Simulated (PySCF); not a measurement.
Computed properties of Sb(H)(Me)2 (C2H7Sb), SMILES [CH3][SbH][CH3]

Sb(H)(Me)2 (C₂H₇Sb), SMILES [SbH]([CH3])[CH3]. Geometry optimised at PBE0-D3(BJ)/def2-SVP. The def2 effective core potentials stand for the cores of Sb; spin–orbit coupling is left out. Other conformers were not sampled. All values are computed for the isolated molecule unless a solvent is named; none is compared with measurement here.

**Structure.** The optimised structure has Cs symmetry. All 24 harmonic modes at PBE0-D3(BJ)/def2-SVP (PySCF) are real, so it is a minimum. With heavy atoms numbered as in [SbH:1]([CH3:3])[CH3:7], the shortest bond between them is Sb1–C3 at 2.174 Å and the longest Sb1–C7 at 2.174 Å.

**Vibrations.** The strongest infrared lines (harmonic, unscaled, degenerate partners summed) lie at 1934 cm⁻¹ (216 km/mol, H 99 %), 830 cm⁻¹ (41 km/mol, H 79 %, C 20 %), 846 cm⁻¹ (40 km/mol, H 83 %, C 16 %). The softest mode is at 121 cm⁻¹ and the zero-point energy is 49.8 kcal/mol.

**Electronic structure.** HF/def2-TZVPD (PySCF) places the frontier levels at -8.93 and 1.87 eV, a gap of 10.80 eV, and gives a dipole moment of 0.74 D and a mean polarisability of 71.5 bohr³.

**Excitations.** TDA-B3LYP/def2-SVPD (PySCF) has S1 at 5.63 eV (220 nm, f = 0.084, bright); the most intense of the 10 singlets computed lies at 6.27 eV (f = 0.18). T1 (TDA) is at 4.65 eV, 0.98 eV under S1. No vertical singlet excitation falls in the visible range (under 3.1 eV).
